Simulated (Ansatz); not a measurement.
`C[SiH](C)[SnH3]` → `C[CH2][SnH2][SiH3]`  (isomerisation)

Computed with Ansatz on PBE0-D4/def2-TZVP structures; ΔE is electronic, products minus reactants. CCSD(T)/CBS adds triple-zeta CCSD(T) − MP2 to the extrapolated MP2 energy (def2 sets, frozen cores). DFT in def2-TZVPP. Elements past krypton have def2 core potentials. For Sn outer-core shells are correlated without core-valence functions, which leaves a few kJ/mol of doubt a bond. One conformer a species, not always the lowest.

```tsv
species	PBE-D4 energy (Eh)
`C[SiH](C)[SnH3]`	-585.79206
`C[CH2][SnH2][SiH3]`	-585.76628
```

Question: Work out ΔE.

Answer: ΔE = (-585.76628) − (-585.79206) = 0.02578 Eh = +67.7 kJ/mol. CCSD(T)/CBS gives +62.3 kJ/mol.

Largest T1 diagnostic among the species: 0.012.
